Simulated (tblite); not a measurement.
A tight-binding relaxation on `CCCC1=C[SiH2]C=C1`.

Computed with GFN2-xTB geometry optimisation, gas phase (tblite 0.8.0). Start geometry: from a force field or distance geometry. A driver script takes a list of jobs; this job's settings line and coordinates (Å) are shown.

Command:
```bash
OMP_NUM_THREADS=1 python probes_run.py task.json out
```

Input:
```
{"job": {"kind": "relax", "xc": "GFN2-xTB", "basis": "xTB"}, "charge": 0, "multiplicity": 1}
C     -3.204700     0.009300    -0.303200
C     -1.730700    -0.059500    -0.620400
C     -0.874300     0.119700     0.657100
C      0.588600     0.086700     0.360900
C      1.418500     1.139900     0.407500
Si     3.183600     0.648900     0.007300
C      2.571600    -1.110300    -0.159300
C      1.251700    -1.185300     0.067400
H     -3.792500    -0.127600    -1.216600
H     -3.480200     0.983500     0.130600
H     -3.509900    -0.769400     0.406000
H     -1.512700    -1.037500    -1.071500
H     -1.478000     0.709000    -1.337900
H     -1.136700     1.083900     1.114500
H     -1.139000    -0.640000     1.393800
H      1.156000     2.167000     0.627500
H      3.662300     1.212000    -1.276600
H      4.093800     0.821000     1.170300
H      3.235600    -1.924800    -0.388000
H      0.691600    -2.115600     0.027500
```

Output:
```
step      E/eV     max force
  0    -619.68105    0.813
  1    -619.71514    0.451
  2    -619.73200    0.398
  3    -619.75069    0.349
  4    -619.76303    0.235
  5    -619.77230    0.205
  6    -619.77751    0.155
  7    -619.78062    0.109
  8    -619.78246    0.120
  9    -619.78366    0.086
... (42 lines left out)
 52    -619.79085    0.020
 53    -619.79090    0.016
 54    -619.79095    0.022
 55    -619.79101    0.023
 56    -619.79105    0.015
 57    -619.79108    0.011
 58    -619.79110    0.011
 59    -619.79112    0.015
 60    -619.79114    0.012
 61    -619.79115    0.009
```

«max force» is the largest atomic force in eV/Å.

**Question.** From which step on does the largest force stay under 0.1 eV/Å, and how much energy is left to gain from there?

**Answer.** From step 9 (0.086 eV/Å), 7.5 meV above the end.

Main results: energy lowered by 2.5 kcal/mol over 61 steps; largest atomic force 0.009 eV/Å at the end.

The run took 0.74 s wall on one thread of an Arm Neoverse N1, shared host with 64 logical CPUs at a one-minute load of 56.
Labels such as C1 count atoms from 1, the log's own numbers from 0.
